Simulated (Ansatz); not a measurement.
Other settings, tried on K2F2⁺.

```yaml
crystal:
  periodic: [false, false, false]
  atoms:
    - {symbol: K, position_ang: [-1.584377, -1.683199, 0.118583]}
    - {symbol: K, position_ang: [1.585671, 1.681955, -0.118930]}
    - {symbol: F, position_ang: [0.121187, -0.045929, 0.966563]}
    - {symbol: F, position_ang: [-0.122472, 0.047163, -0.966216]}
basis:
  gaussian: {orbitals: def2-SVP, point_charges: [{charge: 1.00, position_ang: [4.268, 0.896, -0.955]}]}
total_charge: 1
magnetization: {spin_polarized: true, initial_magnetization: 1}
hamiltonian: {xc: {name: CAM-B3LYP}, dispersion: d4}
scf: {lower_state_search: off}
output: {forces: true}
```

```sh
$ ansatz run in.yaml --threads 2 --pin off --events-out ev --progress --plain --max-ram 4352MiB
```

Output, abridged:

```
Functional definition: CAM-B3LYP
716 factors; integrals over basis functions are off by at most 3.2e-4 eV
228 factors; integrals over basis functions are off by at most 1.8e-4 eV
mean field evaluation 1: about -38057.1696 eV, gradient 5.6e1 eV
mean field evaluation 2: about -38005.4949 eV, gradient 1.1e2 eV
mean field evaluation 4: about -38067.0211 eV, gradient 1.3e1 eV
mean field evaluation 8: about -38067.5767 eV, gradient 5.5e-1 eV
mean field evaluation 16: about -38067.5786 eV, gradient 1.2e-3 eV
mean field -38067.57863589 eV, -1398.9577117374 hartree, gradient 2.9e-6 eV, S^2 0.754712; 0 other end points of the search recorded, 0 dependent functions left out
reference -38067.57879682 eV, -1398.9577176515 hartree; 28, 27 occupied and 48, 49 virtual orbitals, 716 factors
Total energy: -38067.61820154 eV, -1398.9591657484 hartree
Atom 0 at    -1.584377    -1.683199     0.118583 Å, force    -0.161502    -0.020915     0.028338 eV/Å
Atom 1 at     1.585671     1.681955    -0.118930 Å, force    -1.584526     0.055543     0.420456 eV/Å
Atom 2 at     0.121187    -0.045929     0.966563 Å, force     0.284864     0.182360    -0.356172 eV/Å
Atom 3 at    -0.122472     0.047163    -0.966216 Å, force     0.407701     0.150422     0.259353 eV/Å
Dipole moment:    -0.165131    -0.024636     0.053183 e Å
Checks for a lower state left out: stability, starts, cluster_reference, orbital_swaps, neighbouring_geometries, increment
```

Hardware: 2 threads of Arm Neoverse V1 on a shared host. Wall time 3.4 s.

The dipole of an ion depends on the origin.
